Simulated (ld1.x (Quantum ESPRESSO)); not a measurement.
**Configuration tests for carbon (C) (TM)**

C (Z = 6), norm-conserving Troullier–Martins (Kleinman–Bylander form), made with ld1.x (Quantum ESPRESSO) 7.5 (PBE, non-relativistic). Core [He], reference 2s1.75 2p2.25. Waves: 2s (bound): rc 1.25 bohr; 2p (bound): rc 2.30 bohr. Local part: the p channel. Core correction: none.

Energies are relative to the spin-unpolarised reference configuration 2s1.75 2p2.25; without spin polarisation the order of configurations can differ from experiment.

```
valence configuration  charge  ΔE all-electron (eV)  error AE − PS (meV)
              2s2 2p2       0                -2.113                 -0.1
              2s2 2p0      +2                32.911                 +498
              2s1 2p2      +1                17.488                  -57
            2s2 2p1.5    +0.5                 1.852                  +11
              2s1 2p0      +3                81.084                +1018
```

Problem. What are ΔE and the potential's error for 2s2 2p2.3?

Solution. ΔE = -3.273 eV all-electron; the error (AE − PS) is -3.7 meV.

Problem. What are ΔE and the potential's error for 2s2 2p1?

Solution. ΔE = 8.752 eV all-electron; the error (AE − PS) is +53 meV.

Levels in the configuration 2s2 2p2.3:

```tsv
level	all-electron (eV)	pseudo (eV)
2s	-10.812	-10.788
2p	-2.507	-2.495
```
